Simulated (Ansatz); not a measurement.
Species: sum formula H$_{4}$SiNO$_{3}$, net charge 0, doublet state. It need not be the lowest isomer of its formula. SMILES: O[Si]([NH])(O)O
Coordinates optimised at B3LYP-D3(BJ)/def2-TZVP (Ansatz, a program for electronic structure):
```
Si
O 1 1.6330
H 2 0.9606 1 117.51
O 1 1.6390 2 115.00 3 -93.38
H 4 0.9609 1 117.18 2 -78.41
O 1 1.6405 2 108.21 3 24.43
H 6 0.9607 1 116.91 2 -143.03
N 1 1.7427 2 104.13 3 150.14
H 8 1.0211 1 115.54 2 -97.40
```
Charge 0, spin multiplicity 2.

Quantity: atomisation energy (electronic, to ground-state atoms), in kJ/mol. Valence correlation only, unless marked. UHF or UKS for open shells. No spin-orbit coupling. No relativistic terms. The coupled-cluster limit lacks core correlation, which all-electron functionals hold. CBS(X,Y): correlation extrapolated as X^-3; Hartree-Fock from the larger set. [CCSD(T)-MP2]/basis is that difference in the basis named.

```
level                                                                 program  atomisation energy (kJ/mol)  minus last row
-------------------------------------------------------------  --------------  ---------------------------  --------------
PBE-D4/def2-TZVPD                                              Ansatz + dftd4                       3539.1            34.1
BLYP-D3(BJ)/def2-TZVPD                                         Ansatz + dftd3                       3485.9           -19.1
revPBE-D4/def2-TZVPD                                           Ansatz + dftd4                       3428.6           -76.4
B2PLYP-D3(BJ)/def2-TZVPD                                       Ansatz + dftd3                       3443.4           -61.6
RI-MP2/cc-pV(Q+d)Z                                                     Ansatz                       3554.0            49.0
CCSD(T)/cc-pV(T+d)Z                                                    Ansatz                       3368.0          -137.0
RI-MP2/CBS(cc-pV(T+d)Z,cc-pV(Q+d)Z)+[CCSD(T)-MP2]/cc-pV(T+d)Z          Ansatz                       3505.0             0.0
```
